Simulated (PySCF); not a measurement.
CdH2, SMILES [CdH2]. Geometry: PBE0-D3(BJ)/def2-TZVPD. The def2 effective core potentials stand for the cores of Cd; spin–orbit coupling is left out.

Q: Give the equilibrium geometry at PBE0-D3(BJ)/def2-TZVPD (PySCF confirms it by a frequency run) as a Z-matrix, and its point group. (Estimate from the structure and the level; the computed values follow.)

A: point group D∞h.
```
Cd
H 1 1.6773
H 1 1.6773 2 180.00
```
Charge 0, spin multiplicity 1.
